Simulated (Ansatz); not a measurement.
Input file for CH$_{5}$BSSi, SMILES `BC1[SiH2]S1`:

```yaml
crystal:
  periodic: [false, false, false]
  atoms:
    - {symbol: B, position_ang: [0.120626, 1.279234, -0.619406]}
    - {symbol: C, position_ang: [-0.764859, 0.112388, -0.264078]}
    - {symbol: Si, position_ang: [0.377343, -1.098263, 0.635296]}
    - {symbol: S, position_ang: [-0.633026, -1.535051, -1.114726]}
    - {symbol: H, position_ang: [1.061533, 1.133891, -1.344009]}
    - {symbol: H, position_ang: [-0.081228, 2.336390, -0.092842]}
    - {symbol: H, position_ang: [-1.709570, 0.241415, 0.259472]}
    - {symbol: H, position_ang: [1.840192, -0.904784, 0.596120]}
    - {symbol: H, position_ang: [-0.122513, -1.611518, 1.926874]}
basis:
  gaussian: {orbitals: def2-SVP}
correlation: {method: ccsd_t}
```

```sh
$ ansatz run in.yaml --threads 2 --pin off --events-out ev --progress --plain --max-ram 4352MiB
```

Log, shortened:

```
Functional definition: HF
873 factors; integrals over basis functions are off by at most 1.1e-3 eV
mean field evaluation 1: about -20451.1345 eV, gradient 2.2e1 eV
mean field evaluation 2: about -20451.1766 eV, gradient 2.2e1 eV
mean field evaluation 4: about -20453.0210 eV, gradient 3.1e0 eV
mean field evaluation 8: about -20453.0592 eV, gradient 4.3e-4 eV
mean field -20453.05923763 eV, -751.6360634013 hartree, gradient 2.5e-6 eV, S^2 0.000000; 0 other end points of the search recorded, 0 dependent functions left out
12 core orbitals not correlated: weight in the atoms' cores, before any rotation towards them, 1.000 or more for the frozen orbitals, at most 0.000 for the correlated occupied ones
reference -20453.05923763 eV, -751.6360634013 hartree; 11, 11 occupied and 66, 66 virtual orbitals, 873 factors
second order -12.18236436 eV of doubles, -0.00000000 eV of singles
cycle   1  -13.05399124 eV  change   -8.7e-1 eV  update   9.1e-2
cycle   2  -13.48811134 eV  change   -4.3e-1 eV  update   2.7e-2
cycle   3  -13.55237177 eV  change   -6.4e-2 eV  update   1.2e-2
cycle   4  -13.54745137 eV  change    4.9e-3 eV  update   3.4e-3
cycle   5  -13.54709715 eV  change    3.5e-4 eV  update   1.4e-3
cycle   6  -13.54681126 eV  change    2.9e-4 eV  update   4.8e-4
cycle   7  -13.54673109 eV  change    8.0e-5 eV  update   1.7e-4
cycle   8  -13.54676766 eV  change   -3.7e-5 eV  update   6.3e-5
cycle   9  -13.54676312 eV  change    4.5e-6 eV  update   2.4e-5
perturbative correction -0.48197264 eV, -0.0177121677 hartree
Total energy: -20467.08797339 eV, -752.1516099314 hartree
```

Hardware: 2 threads of an Arm Neoverse V1 on a shared host. Wall time 2.8 s, peak host memory 0.27 GiB.

The correlation energy is -14.029 eV, 3.4 % of it from (T); the T1 diagnostic reads 0.0128.
